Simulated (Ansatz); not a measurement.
System: SbCl₂, charge 0, doublet. SbCl2 (SMILES [Cl][Sb][Cl], doublet).
B3LYP-D3(BJ)/def2-TZVP minimum from Ansatz (a first-principles code):
```
Sb
Cl 1 2.3629
Cl 1 2.3629 2 98.97
```
Charge 0, spin multiplicity 2.

Total energies in hartree (Ansatz). Open shells are spin-unrestricted; no spin-orbit coupling. Cores are frozen in correlated methods (noble-gas shells, and filled d and f shells in the p block). Past Kr the def2 sets carry scalar-relativistic core potentials. Spin-orbit terms, left out, reach several kcal/mol for Br and I, and more for heavier atoms.

```csv
species,HF/def2-TZVPP,CCSD(T)/def2-TZVPP,HF/def2-QZVPP,CCSD(T)/def2-QZVPP,CCSD(T)/def2-SVP,CCSDT(Q)/def2-SVP
"1: SbCl2 (SMILES [Sb]([Cl])[Cl], doublet)",-1158.36702,-1158.89887,-1158.39612,-1158.97863,-1158.40921,-1158.41108
2: Sb (quartet),-239.27727,-239.35269,-239.27798,-239.35812,-239.33268,-239.33289
3: Cl (doublet),-459.47685,-459.66464,-459.48954,-459.69535,-459.44599,-459.44629
```

**Question.** Work out the atomisation energy (electronic, to ground-state atoms) in kcal/mol: take Hartree-Fock from def2-QZVPP, extrapolate the CCSD(T) correlation energy as X^-3 (X = 3, 4), and add CCSDT(Q) - CCSD(T) in def2-SVP. 1 hartree = 627.51 kcal/mol.

**Answer.** 
Species 1: correlation (64·(-0.58251) - 27·(-0.53185))/37 = -0.61948; step -0.00187; E1 = -1158.39612 + (-0.61948) + (-0.00187) = -1159.01747
Species 2: correlation (64·(-0.08014) - 27·(-0.07542))/37 = -0.08358; step -0.00021; E2 = -239.27798 + (-0.08358) + (-0.00021) = -239.36177
Species 3: correlation (64·(-0.20581) - 27·(-0.18779))/37 = -0.21896; step -0.00030; E3 = -459.48954 + (-0.21896) + (-0.00030) = -459.70880
-1·E1 +1·E2 +2·E3 = 0.23810 hartree = 149.4 kcal/mol.
